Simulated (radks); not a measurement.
The numbers below are computed, except where a source is named.
Question: Orbital eigenvalues (eV) of neutral strontium, [Kr] 5s2, of relativity; Dirac values are averaged over j with weights 2j + 1. Spin-unpolarised spherical Kohn-Sham, LDA (Slater exchange, Perdew-Wang correlation), point nucleus unless stated (finite: rms radius 4.224 fm), a radial shooting solver on a logarithmic mesh with Libxc functionals. A level marked "c x" has the speed of light scaled by that factor.

| shell | non-rel. |
|---|---|
| 1s | -15589 |
| 2s | -2081.4 |
| 2p | -1897.9 |
| 3s | -320.31 |
| 3p | -253.11 |
| 3d | -130.97 |
| 4s | -39.596 |
| 4p | -22.975 |
| 5s | -3.5878 |
| 4d (empty) | -1.6772 |
| 5p (empty) | -1.3724 |

Give the values at the level "Dirac, c x 0.85".

Answer: 
shell       Dirac, c x 0.85  change of magnitude (%)
1s                   -16035                    +2.87
2s                  -2183.6                    +4.91
2p                  -1923.7                    +1.36
3s                  -337.57                    +5.39
3p                  -256.83                    +1.47
3d                  -127.04                    -3.00
4s                  -41.442                    +4.66
4p                  -22.828                    -0.64
5s                  -3.6630                    +2.10
4d (empty)          -1.3009                   -22.43
5p (empty)          -1.2986                    -5.38
